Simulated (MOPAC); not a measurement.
The same groups moved round the core (benzothiophene cyano+silyl). All species are isolated molecules in the gas phase. Strings in code marks are SMILES.

Quantity: electronic energy of isomers of C9H7NSSi relative to `N#Cc1c([SiH3])sc2ccccc12`, in kJ/mol. Semi-empirical values (MOPAC) are differences of heats of formation.

Case: `N#Cc1cc2ccsc2cc1[SiH3]`. Geometry of `N#Cc1cc2ccsc2cc1[SiH3]` (neutral, multiplicity 1, Å):

```xyz
19

N      2.6051     2.4931    -1.5847
C      1.7879     1.7776    -1.1366
C      0.8099     0.8883    -0.5761
C     -0.5494     1.0991    -0.8641
C     -1.5199     0.2330    -0.3201
C     -2.9521     0.2474    -0.4705
C     -3.5609    -0.7706     0.2205
S     -2.4371    -1.7907     1.0829
C     -1.0822    -0.8421     0.5153
C      0.2783    -1.0524     0.8032
C      1.2463    -0.1925     0.2638
Si     3.0824    -0.4668     0.6452
H     -0.8501     1.9361    -1.5107
H     -3.4985     0.9880    -1.0697
H     -4.6339    -0.9932     0.2796
H      0.5817    -1.8895     1.4503
H      3.1694    -1.6711     1.5419
H      3.6658     0.7271     1.3463
H      3.8573    -0.7207    -0.6167
```

Problem. What is the computed electronic energy of isomers of C9H7NSSi relative to `N#Cc1c([SiH3])sc2ccccc12` (AM1 // PBE-D3(BJ)/def2-SVP (MOPAC))?

Solution. 18.68 kJ/mol.
